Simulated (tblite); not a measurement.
Species: C₅H₆F₅P.
Atom-mapped SMILES: `[CH3:1][C:2]([CH3:3])=[P:4][C:5]([F:6])([F:7])[C:8]([F:9])([F:10])[F:11]` (hydrogens: H12, H13, H14 on C1; H15, H16, H17 on C3)

Cartesian coordinates in Å at the GFN2-xTB level; atoms count from 1:
```
atom  x, y, z in Å
C1     2.552   -0.738   -0.273
C2     1.208   -0.103   -0.129
C3     1.202    1.382    0.005
P4    -0.108   -1.157   -0.106
C5    -1.555    0.080    0.108
F6    -1.424    0.888    1.189
F7    -1.711    0.902   -0.963
C8    -2.832   -0.753    0.272
F9    -3.938   -0.032    0.425
F10   -2.714   -1.552    1.338
F11   -3.000   -1.540   -0.796
H12    2.480   -1.824   -0.318
H13    3.038   -0.381   -1.182
H14    3.188   -0.460    0.568
H15    1.025    1.665    1.044
H16    2.163    1.791   -0.300
H17    0.420    1.845   -0.593
```

Calculated harmonic vibrations of the isolated species, GFN2-xTB (tblite), most abundant isotopes, no scaling. Errors from tens to a few hundred cm⁻¹ against measured bands are possible. One conformer, not necessarily the lowest.

Harmonic wavenumbers (cm⁻¹): 40.4, 48.5, 89.0, 96.9, 110.7, 174.1, 176.5, 190.1, 249.1, 250.1, 271.3, 340.9, 378.4, 387.6, 394.9, 436.6, 485.5, 532.3, 566.5, 677.5, 748.5, 882.7, 940.2, 986.3, 995.0, 1032.9, 1036.6, 1076.3, 1092.7, 1112.2, 1199.0, 1224.4, 1314.7, 1387.7, 1395.1, 1455.8, 1462.2, 1466.6, 1483.2, 2986.3, 2989.1, 3003.3, 3025.5, 3035.4, 3041.5.

A = 1824, B = 624.9, C = 560.8 MHz; mass 192.013 u (most abundant isotopes); point group C1, symmetry number 1.

Problem. What is the zero-point energy?

Solution. Half the sum of the wavenumbers: 23135 cm⁻¹ = 276.75 kJ/mol.

Problem. What is S at 350 K and 1 bar for an ideal gas of classical rigid rotors and harmonic oscillators?

Solution. Translation 177.76, rotation 130.02, vibration 198.66: S = 506.4 J/(mol K).

Problem. And Cp and H(350 K) − H(0)?

Solution. Cp = 209.91 J/(mol K), of which vibrations give 176.65 (their classical limit is 45 R = 374.2); H(350 K) − H(0) = 46.47 kJ/mol without the zero-point energy, 34.83 from vibrations.

Problem. Which modes carry the vibrational entropy at 350 K?

Solution. 40.4 cm⁻¹: 23.25; 48.5 cm⁻¹: 21.74; 89.0 cm⁻¹: 16.72; 96.9 cm⁻¹: 16.02; 110.7 cm⁻¹: 14.93; 174.1 cm⁻¹: 11.27 J/(mol K); the other 39 give 94.73 together.

Problem. How do the functions run with temperature in this model?

Solution. 
| T (K) | S (J/(mol K)) | Cp (J/(mol K)) | H − H(0) (kJ/mol) | G − H(0) (kJ/mol) | ln q(vib) |
| --- | --- | --- | --- | --- | --- |
| 100 | 320.2 | 100.0 | 6.51 | -25.51 | 2.68 |
| 200 | 406.4 | 151.3 | 19.23 | -62.04 | 6.53 |
| 300 | 475.5 | 191.7 | 36.42 | -106.23 | 10.19 |
| 500 | 589.4 | 255.3 | 81.54 | -213.14 | 16.83 |
| 800 | 722.8 | 311.1 | 167.40 | -410.88 | 25.45 |
| 1000 | 794.8 | 333.6 | 232.01 | -562.83 | 30.48 |

q(vib) and H(0) count from the zero-point level.

Hindered rotation and anharmonicity are outside this model. Other conformers, if any are populated, would add a mixing term that is left out. The structure is chiral; the term R ln 2 for an equal mix with its mirror image is left out.
